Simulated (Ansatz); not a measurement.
CH4FN3Si (`N=C1N[Si]1(N)F`), charge 0, multiplicity 1.

**Question.** Give a relaxed structure at PBE0-D4/def2-TZVP (the Gaussian-basis code of Ansatz). (Best estimate.)

**Answer.** Ansatz gave: 
```xyz
10

N    -0.721    1.690   -1.690
C    -0.329    0.983   -0.726
N    -0.920    0.780    0.536
Si    0.498   -0.125    0.465
N     0.485   -1.798    0.600
F     1.782    0.329    1.279
H    -0.076    1.627   -2.472
H    -1.766    1.202    0.894
H     1.283   -2.319    0.920
H    -0.236   -2.370    0.194
```
This is one stationary point; other conformers may exist.
